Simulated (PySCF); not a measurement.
C3H9FSi.
Z-matrix (Å and degrees, GFN2-xTB geometry), rows numbered from 1:
```
C 
C   1  1.5243
C   2  1.5299  1  111.84
Si  3  1.8962  2  113.28  1   179.60
F   4  1.6134  3  107.63  2    60.18
H   1  1.0884  2  110.50  3   -60.00
H   1  1.0879  2  110.69  3   179.89
H   1  1.0882  2  110.62  3    59.82
H   2  1.0926  1  109.15  3   121.38
H   2  1.0919  1  109.28  3  -121.26
H   3  1.0932  2  108.67  1   -58.28
H   3  1.0919  2  108.88  1    57.00
H   4  1.4563  3  113.00  2   -54.38
H   4  1.4556  3  112.45  2   174.91
```

Computed, not measured: TDDFT PBE0/def2-SVPD, vertical, gas phase, core orbitals frozen in the response (PySCF).

Kohn–Sham orbitals with the atoms that hold most of them (Löwdin shares over 4%, at most four atoms; ? is withheld):

```tsv
orbital	ε (eV)	atoms
LUMO+2	1.22	Si4 27%, C1 15%, H14 10%, H7 8%
LUMO+1	0.65	Si4 19%, C1 14%, C3 12%, C2 10%
LUMO	0.31	?
HOMO	?	C3 31%, Si4 21%, C1 11%, C2 10%
HOMO-1	-9.42	?
HOMO-2	-9.54	C2 28%, C1 15%, H10 13%, C3 11%
HOMO-3	-9.87	C2 20%, C1 18%, C3 12%, Si4 8%
```

Q: Which atoms hold the HOMO-1, and with what shares?

A: Si4 (bonded to C, F and 2 H) 25%; H13 (bonded to Si) 18%; H14 (bonded to Si) 16%; F5 (bonded to Si) 12%. By element: hydrogen 34% or more, silicon 25%, fluorine 12%.

Q: Which atoms hold the LUMO, and with what shares?

A: Si4 (bonded to C, F and 2 H) 41%; H13 (bonded to Si) 14%; H14 (bonded to Si) 14%; F5 (bonded to Si) 11%. By element: silicon 41%, hydrogen 28% or more, fluorine 11%.

Q: What is the HOMO energy, and the HOMO–LUMO gap?

A: ε(HOMO) = -8.57 eV; the gap is 8.88 eV (0.3265 hartree).

Q: The HOMO–LUMO gap is 8.88 eV. Where does the response calculation put the lowest singlet, and from which orbitals?

A: S1 is at 7.47 eV (f = 0.024), 1.41 eV below the gap, made of HOMO→LUMO (98%). 

Q: One configuration dominates each of S1, S2, S3, S5, S6 and S7. Which, and how do the shares of the two leading atoms of either orbital change from the occupied to the empty one?

A: 
- S1 (7.47 eV, f 0.024), HOMO→LUMO (98%): C3 31% → at most 12%, Si4 21% → 41%, H13 at most 10% → 14%
- S2 (8.06 eV, f 0.036), HOMO→LUMO+1 (98%): C3 31% → 12%, Si4 21% → 19%, C1 11% → 14%
- S3 (8.21 eV, f 0.012), HOMO-1→LUMO (92%): Si4 25% → 41%, H13 18% → 14%
- S5 (8.80 eV, f 0.0056), HOMO-2→LUMO (83%): C2 28% → at most 12%, C1 15% → at most 12%, Si4 at most 11% → 41%, H13 at most 11% → 14%
- S6 (8.92 eV, f 0.020), HOMO-1→LUMO+1 (81%): Si4 25% → 19%, H13 18% → at most 11%, C1 at most 12% → 14%
- S7 (8.94 eV, f 0.012), HOMO-2→LUMO+1 (93%): C2 28% → 10%, C1 15% → 14%, Si4 at most 11% → 19%

One conformer stands for the species.
